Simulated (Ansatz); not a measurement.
Gas-phase reaction in SMILES: C=CCC#N + 3 C (CH4) → C#N (CHN) + C=C (C2H4) + 2 CC (C2H6) [ethane]
Each molecule is optimised on its own at B3LYP-D3(BJ)/def2-TZVP (Ansatz, a quantum-chemistry and plane-wave program), one conformer each, not searched for the lowest.

Property: bond separation energy (electronic energy difference), in kcal/mol. Valence correlation only, unless marked. No spin-orbit coupling. Non-relativistic. CBS(X,Y): correlation extrapolated as X^-3; Hartree-Fock from the larger set. [CCSD(T)-MP2]/basis is that difference in the basis named.

```tsv
level	program	bond separation energy (kcal/mol)
PBE/def2-TZVPD	Ansatz	16.8
```

Question: What does RI-MP2/CBS(cc-pVTZ,cc-pVQZ)+[CCSD(T)-MP2]/cc-pVTZ (Ansatz) give?

Answer: 15.1 kcal/mol, so PBE/def2-TZVPD differs from it by 1.7 kcal/mol.
